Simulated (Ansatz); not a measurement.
7 gas-phase steps of d-block species, written in SMILES but for small gases and atoms, in each of which an atom or small radical leaves or joins. Reaction energies in eV, right side less left side, on B3LYP-D3(BJ)/def2-TZVP stationary points reached from drawn starts (curvature not checked).

| row | step | B3LYP/def2-TZVPP | wB97M-V/def2-TZVPP |
|---|---|---|---|
| 1 | [MoH4] (multiplicity 3) → [MoH3] (multiplicity 4) + H atom (multiplicity 2) | 2.80 | 2.70 |
| 2 | [WH4] (multiplicity 3) → [WH3] (multiplicity 4) + H atom (multiplicity 2) | 3.16 | 3.09 |
| 3 | [ZrH4] → [ZrH3] (multiplicity 2) + H atom (multiplicity 2) | 3.28 | 3.29 |
| 4 | [ZnH2] → H atom (multiplicity 2) + [ZnH] (multiplicity 2) | 3.47 | 3.59 |
| 5 | [Cl][Ti]([Cl])[Cl] (multiplicity 2) → [Cl][Ti][Cl] (multiplicity 3) + Cl atom (multiplicity 2) | 4.38 | 4.45 |
| 6 | [Cl][Ti][Cl] (multiplicity 3) → [Cl][Ti] (multiplicity 4) + Cl atom (multiplicity 2) | 4.89 | 5.05 |
| 7 | [O]=[Zr]([F])[F] → [O]=[Zr][F] (multiplicity 2) + F atom (multiplicity 2) | 6.40 | ? |

No zero-point or thermal terms; singlets are restricted closed shells; open shells are unrestricted; no spin–orbit coupling. The spin states of the d-block species are the ones drawn and need not be the lowest.

Run with Ansatz (Gaussian basis). Each number belongs to the level named beside it. Elements past Kr take the def2 small-core potentials, without spin–orbit coupling.

The rows were drawn at random from the listed steps of this kind that kept their bonds on relaxing, hold no state known to be excited and rest on sound references (no strong spin contamination, no T1 past 0.05 where coupled cluster ran); sets that span under 5 kcal/mol aren't shown. They stand in the order of the third column.

Q: Fit a straight line y = a + b·x through the complete rows, with x the B3LYP/def2-TZVPP and y the wB97M-V/def2-TZVPP value, and use it for row 7. How does it compare with the computed value?

A: Means over the 6 complete rows: x 3.663, y 3.695. Σ(x − x̄)(y − ȳ) = 3.542 and Σ(x − x̄)² = 3.201, so b = 1.107 and a = 3.695 − 1.107 × (3.663) = -0.360 eV. The residuals have rms 0.054 and median size 0.039 eV; without the fit y − x has mean 0.032 and median 0.040 eV. For row 7 the line gives -0.360 + 1.107 × (6.40) = 6.72 eV, an extrapolation past the fitted range. The computed wB97M-V/def2-TZVPP value is 6.62 eV, 0.10 eV below the line. wB97M-V/def2-TZVPP is a functional with errors of its own, not an exact or measured value.

Ansatz is an electronic-structure program.
